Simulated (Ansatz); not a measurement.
The cluster Pb₃O₄⁺, relaxed as a doublet with UKS PBE0-D4/def2-SVP in Ansatz, starting from the GFN1-xTB geometry. Force threshold 0.02 eV/Å.

In the def2 sets Pb takes a core potential; there is no spin–orbit coupling. The structure holds one bond between oxygen atoms, so isomers without such links may lie far lower. The relaxation made no stability test and no search for a lower SCF solution. Another isomer (doublet) lies 0.34 eV lower at PBE0-D4/def2-TZVP; other spin states weren't run for this one.

Start:

```xyz
7

Pb    2.249    1.102    0.017
Pb   -0.291   -0.753   -2.539
Pb   -2.006   -0.994    1.131
O     0.528    1.180    1.564
O    -1.410   -0.974   -0.780
O     1.243    0.151   -1.425
O    -0.313    0.288    2.033
```

Estimate the energy that the relaxation releases and the steps that it takes.

12.7 kJ/mol, in 6 steps; 56 s on 4 threads of Intel Xeon on a shared host. No frequencies were taken in this run, so the end may be a saddle point.

Does the start keep its bonding?

By distances, no bond broke or formed. The bond that changes most is Pb3–O7, from 2.31 to 2.38 Å (atoms count from 1).

Predict the relaxed structure.


```xyz
7

Pb    2.2967    1.0691    0.0060
Pb   -0.3203   -0.7262   -2.5771
Pb   -1.9961   -1.0627    1.1442
O     0.6461    1.0908    1.7294
O    -1.4366   -1.1019   -0.8128
O     1.2663    0.2071   -1.5229
O    -0.4560    0.5238    2.0332
```
Bond lengths (bridged metal pairs left out): 6 × O–Pb 2.04 to 2.39 Å; 1 × O–O 1.28 Å.
